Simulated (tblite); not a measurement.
Species: C5H6NP.
InChI=1S/C5H6NP/c1-5-2-3-7-4-6-5/h2-4H,1H3

Calculated harmonic vibrations of the isolated species, GFN2-xTB (tblite), most abundant isotopes, no scaling. Against measured fundamentals such values can be off by several per cent, at times by over 20.

Harmonic wavenumbers (cm⁻¹): 63.4, 118.9, 309.8, 316.1, 353.6, 410.8, 544.4, 619.0, 738.5, 756.6, 806.6, 819.9, 838.8, 913.7, 960.2, 1003.2, 1021.0, 1168.8, 1233.0, 1264.7, 1334.5, 1374.9, 1393.6, 1451.1, 1469.1, 1485.2, 1543.2, 2990.5, 3008.6, 3019.6, 3025.4, 3051.7, 3065.2.

A = 5210, B = 1831, C = 1366 MHz; mass 111.024 u (most abundant isotopes); point group Cs, symmetry number 1.

Task: What is the zero-point energy?

Result: ½Σν̃ = 21237 cm⁻¹ = 254.05 kJ/mol.

Task: What is S at 298.15 K and 1 bar for an ideal gas of classical rigid rotors and harmonic oscillators?

Result: Translation 167.59, rotation 115.49, vibration 62.49: S = 345.6 J/(mol K).

Task: And Cp and H(298.15 K) − H(0)?

Result: Cp = 110.97 J/(mol K), of which vibrations give 77.71 (their classical limit is 33 R = 274.4); H(298.15 K) − H(0) = 20.36 kJ/mol without the zero-point energy, 10.45 from vibrations.

Task: How do the functions run with temperature in this model?

Result: 
| T (K) | S (J/(mol K)) | Cp (J/(mol K)) | H − H(0) (kJ/mol) | G − H(0) (kJ/mol) | ln q(vib) |
| --- | --- | --- | --- | --- | --- |
| 50 | 229.3 | 43.2 | 1.86 | -9.61 | 0.21 |
| 100 | 262.4 | 53.9 | 4.28 | -21.97 | 0.74 |
| 373.15 | 372.9 | 133.5 | 29.54 | -109.62 | 4.39 |
| 500 | 416.7 | 165.9 | 48.61 | -159.74 | 6.31 |
| 750 | 493.0 | 209.6 | 96.01 | -273.72 | 10.16 |
| 1000 | 557.3 | 236.9 | 152.06 | -405.23 | 13.85 |

q(vib) and H(0) count from the zero-point level.

Task: Which modes carry the vibrational entropy at 298.15 K?

Result: 63.4 cm⁻¹: 18.19; 118.9 cm⁻¹: 13.05; 309.8 cm⁻¹: 5.70; 316.1 cm⁻¹: 5.57; 353.6 cm⁻¹: 4.81; 410.8 cm⁻¹: 3.87 J/(mol K); the other 27 give 11.31 together.

Task: What must be added to the electronic energy to get the Gibbs energy at 298.15 K and 1 bar?

Result: ZPE + [H(298.15 K) − H(0)] − T·S = 254.05 + 20.36 − 103.03 = 171.38 kJ/mol.

Hindered rotation and anharmonicity are outside this model.
